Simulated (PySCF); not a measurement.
Br+: ionisation energy

Br+ [Ar] 3d10 4s2 4p4 (3P) → Br(2+) [Ar] 3d10 4s2 4p3 (4S), as a difference of total energies. All numbers are calculated (PySCF 2.14, no relativity, point nucleus, in def2-SVP (5s4p3d, 32 functions)). Correlated levels: valence: [Ar] 3d10 frozen. The calculations carry no spin-orbit coupling.

| method | ionisation energy (eV) |
| --- | --- |
| UHF | 20.306 |
| B3LYP | 21.636 |
| PBE0 | 21.442 |
| MP2 (valence) | 20.723 |
| SCS-MP2 (valence) | 20.745 |
| CCSD (valence) | 20.741 |
| CCSD(T) (valence) | 20.751 |

Task: How much does correlation contribute at CCSD(T) (valence)?

Result: 20.751 − (20.306) = 0.445 eV, measured against UHF.

These non-relativistic numbers lack the scalar-relativistic shift.

Errors of the correlated levels include the incompleteness of this basis and the frozen core.

For comparison: 21.409 eV (measured; NIST levels, between the centres of gravity of the two terms).
